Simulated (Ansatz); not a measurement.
Calculated with Ansatz (gas phase, PBE0-D4/def2-TZVP geometries, no zero-point term in ΔE). CCSD(T)/CBS adds triple-zeta CCSD(T) − MP2 to the extrapolated MP2 energy (def2 sets, frozen cores). This one scheme is used for every species. Functionals use def2-TZVPP. Each species was taken in one conformer, which may not be the lowest.

`N[Si](Cl)(Cl)Cl` + `N[SiH2]F` → `N[SiH](F)[Si](N)(Cl)Cl` + HCl  (formal exchange of groups at the Si–Cl bond)

(1) Is it downhill or uphill in electronic energy at CCSD(T)/CBS, and by how much? (Estimate.)

(2) What do these levels give: ωB97X-V, PBE, CCSD/def2-TZVPP, CCSD(T)/def2-TZVPP, HF/CBS(def2), CCSD/CBS(def2)? (An estimate is asked.)

Largest T1 diagnostic among the species: 0.011.

Results:

(1) Ansatz gave: Uphill: ΔE = +24.7 kcal/mol.

(2) Computed: ωB97X-V 24.2, PBE 21.5, CCSD/def2-TZVPP 25.0, CCSD(T)/def2-TZVPP 24.4, HF/CBS(def2) 29.5, CCSD/CBS(def2) 25.2 kcal/mol.

From PBE to PBE0 (25 % exact exchange), in def2-TZVPP and without D4, ΔE moves by +1.9 kcal/mol. In def2-TZVPP, CCSD(T) changes the Hartree–Fock value by −4.8 kcal/mol (the triples alone add −0.6 kcal/mol) and MP2 by −2.3 kcal/mol.
